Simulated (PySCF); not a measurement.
C2H (SMILES [C]#C), doublet, at a GFN2-xTB geometry; REVPBE/6-31G** (PySCF).

Input for PySCF:
```python
from pyscf import gto, scf, dft

mol = gto.M(
    atom='''
C    -0.00000000   -0.00000000   -0.72327392
C     0.00000000    0.00000000    0.46866225
H     0.00000000    0.00000000    1.52766999
''',
    basis='6-31g**',
    spin=1,
    verbose=4,
)

mf = dft.UKS(mol)
mf.xc = 'revpbe'
mf.grids.atom_grid = (99, 590)
mf.grids.prune = None
mf.kernel()
```

The log (banner, timings and long lists left out):

```
PySCF version 2.14.0

[INPUT] verbose = 4
[INPUT] num. atoms = 3
[INPUT] num. electrons = 13
[INPUT] charge = 0
[INPUT] spin (= nelec alpha-beta = 2S) = 1
[INPUT] symmetry False subgroup None
[INPUT] Mole.unit = angstrom
[INPUT] Symbol           X                Y                Z      unit          X                Y                Z       unit  Magmom
[INPUT]  1 C      0.000000000000   0.000000000000  -0.723273920000 AA    0.000000000000   0.000000000000  -1.366789621841 Bohr   0.0
[INPUT]  2 C      0.000000000000   0.000000000000   0.468662250000 AA    0.000000000000   0.000000000000   0.885643297422 Bohr   0.0
[INPUT]  3 H      0.000000000000   0.000000000000   1.527669990000 AA    0.000000000000   0.000000000000   2.886877889817 Bohr   0.0

nuclear repulsion = 20.3914146642327
number of shells = 15
number of NR pGTOs = 61
number of NR cGTOs = 33
basis = 6-31g**
ecp = {}

******** <class 'pyscf.dft.uks.UKS'> ********
method = UKS
initial guess = minao
damping factor = 0
level_shift factor = 0
DIIS = <class 'pyscf.scf.diis.CDIIS'>
diis_start_cycle = 1
diis_space = 8
diis_damp = 0
SCF conv_tol = 1e-09
SCF conv_tol_grad = None
SCF max_cycles = 50
direct_scf = True
direct_scf_tol = 1e-13
number electrons alpha = 7  beta = 6
XC library pyscf.dft.libxc version 7.1.2
    S. Lehtola, C. Steigemann, M. J. T. Oliveira, and M. A. L. Marques,  SoftwareX 7, 1–5 (2018)
XC functionals = revpbe
    Y. Zhang and W. Yang,  Phys. Rev. Lett. 80, 890 (1998)
    J. P. Perdew, K. Burke, and M. Ernzerhof,  Phys. Rev. Lett. 77, 3865 (1996)
    J. P. Perdew, K. Burke, and M. Ernzerhof,  Phys. Rev. Lett. 78, 1396 (1997)
radial grids:
    Treutler-Ahlrichs [JCP 102, 346 (1995); DOI:10.1063/1.469408] (M4) radial grids

becke partition: Becke, JCP 88, 2547 (1988); DOI:10.1063/1.454033
pruning grids: None
grids dens level: 3
symmetrized grids: False
atomic radii adjust function: <function treutler_atomic_radii_adjust>
User specified grid scheme (99, 590)
small_rho_cutoff = 0
Set gradient conv threshold to 3.16228e-05
tot grids = 175232
init E= -76.7601996341562

cycle= 1 E= -76.5411111047537  delta_E= 0.219  |g|= 0.292  |ddm|= 1.36

cycle= 2 E= -76.2789244880529  delta_E= 0.262  |g|= 0.671  |ddm|= 1.03
cycle= 3 E= -76.5334828604004  delta_E= -0.255  |g|= 0.296  |ddm|= 0.99
cycle= 4 E= -76.5821796409921  delta_E= -0.0487  |g|= 0.0798  |ddm|= 0.189
cycle= 5 E= -76.5858899047059  delta_E= -0.00371  |g|= 0.0183  |ddm|= 0.102
cycle= 6 E= -76.5860786959508  delta_E= -0.000189  |g|= 0.00386  |ddm|= 0.0166
cycle= 7 E= -76.5860919413418  delta_E= -1.32e-05  |g|= 0.00103  |ddm|= 0.00479
cycle= 8 E= -76.5860940525701  delta_E= -2.11e-06  |g|= 0.000231  |ddm|= 0.0028
cycle= 9 E= -76.5860942470656  delta_E= -1.94e-07  |g|= 4.64e-05  |ddm|= 0.00114
cycle= 10 E= -76.5860942493916  delta_E= -2.33e-09  |g|= 1.9e-05  |ddm|= 9.74e-05
cycle= 11 E= -76.586094249662  delta_E= -2.7e-10  |g|= 1.94e-06  |ddm|= 2.86e-05
Extra cycle  E= -76.586094249651  delta_E= 1.1e-11  |g|= 5.14e-06  |ddm|= 5.37e-06
converged SCF energy = -76.586094249651  <S^2> = 0.77252771  2S+1 = 2.0224022
```
